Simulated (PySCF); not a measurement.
CdTe, SMILES [Cd]=[Te].

The structure is a stationary point at PBE0-D3(BJ)/def2-TZVP. The def2 effective core potentials stand for the cores of Cd, Te; spin–orbit coupling is left out.

Level of theory: PBE0/def2-TZVPD in PySCF.

Gas-phase values at a fixed geometry.

- total energy: -435.79302 hartree
- point group: C∞v
- highest occupied level: -5.79 eV
- lowest empty level: -4.01 eV
- orbital gap: 1.78 eV
- dipole moment: 5.22 D
- quadrupole, principal values (traceless, Buckingham form, about the centre of nuclear charge): -6.35, -6.35, 12.69 D·Å
- mean static polarisability: 95.6 bohr³ (14.16 Å³)
- polarisability, principal values: 79.1, 79.1, 128.4 bohr³
